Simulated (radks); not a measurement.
Task: These are the eigenvalues of the occupied orbitals of an atom or ion with whole-number occupations (eV). Calculated with a radial shooting solver on a logarithmic mesh with Libxc functionals: scalar-relativistic Kohn-Sham, PBE, spin-polarised, spherical densities, finite nucleus; Fermi nuclear charge, rms radius of each element as measured or else 0.836 A^(1/3) + 0.57 fm.

1s up: -1516.186
1s down: -1516.179
2s up: -113.0856
2s down: -113.0763
2p up: -74.5747
2p down: -74.5631
3s up: -11.5641
3s down: -11.5096
4p up: -1.2459

Which element is it, and in what charge state? The configuration may be excited. Open shells, if any, are filled with parallel spins first.

Result: Z = 13, aluminium, charge 0: Al in [Ne] 3s2 4p1. The list shows which subshells hold electrons but not how many an open one holds; the 1s level, -55.719 hartree, gives Z - s = 10.6 by -(Z - s)^2/2, which with screening and relativity narrows Z to a few neighbours, and the depths of the outer levels then fix element, charge and occupations together.
